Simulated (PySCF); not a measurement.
Numbering as in the mapped SMILES `[CH3:1][CH2:2][C:3]([SiH3:4])([SiH3:5])[SiH3:6]`; H(Xn) means a hydrogen on atom n.

Geometry: PBE0-D3(BJ)/def2-SVP; GIAO absolute shieldings from PySCF 2.14, gas phase, non-relativistic, averaged over equivalent atoms.

At KT2/pcSseg-1 (193 basis functions, 39 s wall time on 1 thread of an Arm Neoverse V2, shared host):
| atoms | σ (ppm) |
| --- | --- |
| C2 | 149.4 |
| C1 | 166.6 |
| C3 | 186.7 |
| Si4/Si5/Si6 | 421.2 |
| H(Si4)/H(Si5)/H(Si6) | 27.12 |
| H(C2) | 29.45 |
| H(C1) | 29.99 |

Question: Estimate the result of repeating the calculation with B97-2/pcSseg-1.

Answer: 
| atoms | σ at B97-2/pcSseg-1 | change |
| --- | --- | --- |
| C2 | 153.7 | +4.3 |
| C1 | 167.7 | +1.1 |
| C3 | 191.9 | +5.2 |
| Si4/Si5/Si6 | 412.4 | -8.8 |
| H(Si4)/H(Si5)/H(Si6) | 27.47 | +0.35 |
| H(C2) | 29.79 | +0.34 |
| H(C1) | 30.23 | +0.24 |

The largest change is at Si4/Si5/Si6 (silicon bonded to C, 3 H). Cost: 193 basis functions, 43 s wall time on 1 thread of an Arm Neoverse V1, shared host. The order of the carbon signals is the same at both levels.
